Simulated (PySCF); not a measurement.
Compound: C2H11N3OSi3.
Bonds: C1–C2, C2–O3 (double), C2–Si4, Si4–N5, N5–Si6, Si6–N7, N7–Si8, Si8–N9, Si4–N9. Hydrogens: H10, H11, H12 on C1; H13 on Si4; H14 on N5; H15, H16 on Si6; H17 on N7; H18, H19 on Si8; H20 on N9.

Computed by this run: PBE0-D3(BJ)/def2-SVP geometry optimisation, gas phase in PySCF; density fitting, grid level 1; the optimiser is geomeTRIC in internal coordinates, started from a GFN2-xTB structure with every atom displaced at random (about 0.01 Å).

Step 0: E = -32373.6771 eV
```
atom  x, y, z in Å  |  force x, y, z in eV/Å
C1      2.8487   -1.0083   -0.2584   -1.150   1.416   0.190
C2      2.1341    0.1882    0.3750    0.903  -1.090  -0.761
O3      2.6732    0.8756    1.2006    0.267   0.652   0.824
Si4     0.4021    0.6487   -0.1960   -1.254   0.275   0.158
N5     -0.4767    1.1758    1.1948    0.156   0.236   0.250
Si6    -2.1932    1.2935    1.3671    0.670  -0.576  -0.322
N7     -2.8283    0.4607   -0.0038   -0.385   0.063  -0.006
Si8    -2.1740   -0.8500   -0.9139   -0.217   0.082   0.508
N9     -0.4697   -0.7283   -0.7778    0.259   0.246   0.036
H10     3.8290   -1.1233    0.1464    1.065  -0.130   0.396
H11     2.8685   -0.8145   -1.3277    0.178  -0.114  -0.595
H12     2.2392   -1.8750   -0.0830   -0.429  -0.937   0.080
H13     0.4482    1.7118   -1.2304    0.290   0.182  -0.213
H14     0.0657    1.5575    1.9628    0.248  -0.020   0.026
H15    -2.6724    2.6636    1.2844   -0.416   0.778   0.173
H16    -2.5613    0.6742    2.6522   -0.225  -0.005   0.487
H17    -3.8106    0.6514   -0.1759   -0.033   0.073  -0.166
H18    -2.5734   -2.1642   -0.3644   -0.186  -0.423  -0.100
H19    -2.6573   -0.6916   -2.2892   -0.270  -0.138  -0.582
H20     0.0283   -1.4394   -1.2714    0.530  -0.571  -0.384
```

Step 1: E = -32373.9319 eV
```
atom  x, y, z in Å  |  force x, y, z in eV/Å
C1      2.8684   -0.9816   -0.2431    0.196  -0.091   0.090
C2      2.1277    0.1686    0.3745   -0.124   0.221   0.224
O3      2.5981    0.8495    1.2675   -0.048  -0.180  -0.130
Si4     0.3536    0.6612   -0.2215    0.249   0.076  -0.111
N5     -0.4589    1.2737    1.1766   -0.239  -0.201  -0.094
Si6    -2.1771    1.2895    1.3963   -0.208   0.251   0.268
N7     -2.8506    0.4464    0.0278   -0.053   0.090  -0.062
Si8    -2.2248   -0.8894   -0.8873   -0.084  -0.219  -0.272
N9     -0.4940   -0.7134   -0.8664   -0.123  -0.087   0.041
H10     3.8837   -1.0719    0.1856   -0.207   0.006  -0.080
H11     2.9295   -0.8404   -1.3348    0.027  -0.022  -0.027
H12     2.2990   -1.9138   -0.0712    0.071   0.073  -0.006
H13     0.5540    1.7190   -1.2613   -0.008   0.020  -0.045
H14     0.1516    1.5347    1.9452    0.125   0.005   0.050
H15    -2.7793    2.6695    1.4217    0.035  -0.122  -0.130
H16    -2.5513    0.6979    2.7259    0.138  -0.070  -0.074
H17    -3.7360    0.8199   -0.3120    0.145  -0.035   0.045
H18    -2.6090   -2.2531   -0.3899    0.080   0.075   0.127
H19    -2.8036   -0.8386   -2.2766    0.005   0.140   0.117
H20     0.0394   -1.4211   -1.3657    0.022   0.072   0.068
```

Step 2: E = -32373.9572 eV
```
atom  x, y, z in Å  |  force x, y, z in eV/Å
C1      2.8860   -0.9758   -0.2219   -0.041  -0.043  -0.107
C2      2.1107    0.1660    0.3750    0.153  -0.014   0.101
O3      2.5673    0.8263    1.2876   -0.133   0.047   0.034
Si4     0.3538    0.6630   -0.2577   -0.003   0.069  -0.062
N5     -0.4666    1.2606    1.1413    0.008  -0.007   0.086
Si6    -2.1764    1.2890    1.4019   -0.055   0.028   0.049
N7     -2.8553    0.4479    0.0367   -0.036   0.042  -0.024
Si8    -2.2411   -0.8838   -0.8935   -0.028  -0.076  -0.025
N9     -0.5093   -0.7084   -0.8916   -0.048  -0.030  -0.026
H10     3.8790   -1.0579    0.2436   -0.036   0.020   0.008
H11     2.9909   -0.8347   -1.3110    0.007  -0.018  -0.004
H12     2.3240   -1.9133   -0.0731    0.009  -0.009  -0.005
H13     0.5602    1.7229   -1.2979    0.010  -0.028  -0.013
H14     0.1603    1.5134    1.9027    0.061  -0.007  -0.002
H15    -2.7862    2.6582    1.4199   -0.005  -0.022  -0.050
H16    -2.4981    0.6765    2.7312    0.056  -0.025  -0.006
H17    -3.7425    0.8199   -0.2893    0.004   0.007  -0.029
H18    -2.6056   -2.2385   -0.3656    0.048   0.009   0.040
H19    -2.8539   -0.8066   -2.2605   -0.001   0.057   0.025
H20     0.0230   -1.4181   -1.3862    0.030   0.001   0.011
```

**Question.** Estimate the geometry and energy of step 3. (The exact step hangs on the optimiser's Hessian estimate; all steps are aligned on step 2, rigid shifts and turns removed.)

**Answer.** E = -32373.9601 eV, largest force 0.295 eV/Å
```
atom  x, y, z in Å  |  force x, y, z in eV/Å
C1      2.8738   -0.9722   -0.2202    0.064   0.143   0.094
C2      2.0968    0.1647    0.3918   -0.232  -0.010  -0.182
O3      2.4959    0.8188    1.3342    0.189  -0.149   0.026
Si4     0.3593    0.6688   -0.2796   -0.130   0.041  -0.001
N5     -0.4605    1.2587    1.1233    0.062   0.105   0.098
Si6    -2.1674    1.2892    1.4011    0.062  -0.089  -0.066
N7     -2.8518    0.4473    0.0389    0.006  -0.005   0.018
Si8    -2.2393   -0.8863   -0.8913    0.013   0.021   0.115
N9     -0.5085   -0.7039   -0.9070   -0.005   0.013  -0.079
H10     3.8486   -1.0720    0.2707    0.122  -0.046   0.032
H11     3.0116   -0.8105   -1.3032   -0.019   0.038   0.037
H12     2.3037   -1.9084   -0.1077   -0.037  -0.007   0.029
H13     0.5777    1.7249   -1.3219    0.002  -0.032  -0.009
H14     0.1808    1.5048    1.8778   -0.005  -0.028  -0.044
H15    -2.7891    2.6484    1.4055   -0.029   0.043   0.020
H16    -2.4480    0.6638    2.7311   -0.021   0.010   0.035
H17    -3.7401    0.8157   -0.2841   -0.040   0.031  -0.049
H18    -2.5744   -2.2348   -0.3331    0.001  -0.030  -0.023
H19    -2.8776   -0.7955   -2.2414   -0.014  -0.024  -0.040
H20     0.0286   -1.4150   -1.3936    0.011  -0.027  -0.011
```

The energy changes by -0.0029 eV. The first-order estimate −F·Δx gives -0.0207 eV and the mean of the old and new forces, exact on a quadratic surface, -0.0029 eV. The step makes an angle of 67° with the force vector and moves no atom by more than 0.086 Å.

The cost below is that of the whole optimisation. The run took 9.0 min on one thread, Arm Neoverse N1 (aarch64), no GPU, shared host with 64 logical CPUs at a one-minute load of 42, and the process peaked at 0.91 GiB of memory.
